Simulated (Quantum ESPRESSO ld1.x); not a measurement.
Values are calculated unless marked as measured or tabulated.
Problem. These are the eigenvalues of the occupied orbitals of an atom or ion with whole-number occupations (eV). Code: ld1.x of Quantum ESPRESSO 7.5. Model: scalar-relativistic Kohn-Sham, LDA (Slater exchange, Perdew-Zunger correlation), spin-polarised, spherical densities, point nucleus.

| orbital | eigenvalue |
|---|---|
| 1s up | -12936.7 |
| 1s down | -12936.6 |
| 2s up | -2062.95 |
| 2s down | -2059.57 |
| 2p up | -1871.66 |
| 2p down | -1869.08 |
| 3s up | -605.392 |
| 3s down | -600.939 |
| 3p up | -544.444 |
| 3p down | -539.945 |
| 3d up | -449.932 |

Which element is it, and in what charge state? The configuration may be excited. Open shells, if any, are filled with parallel spins first.

Solution. Z = 34, selenium, charge +14: Se14+ in [Ar] 3d2. The list shows which subshells hold electrons but not how many an open one holds; the 1s level, -475.42 hartree, gives Z - s = 30.8 by -(Z - s)^2/2, which with screening and relativity narrows Z to a few neighbours, and the depths of the outer levels then fix element, charge and occupations together.
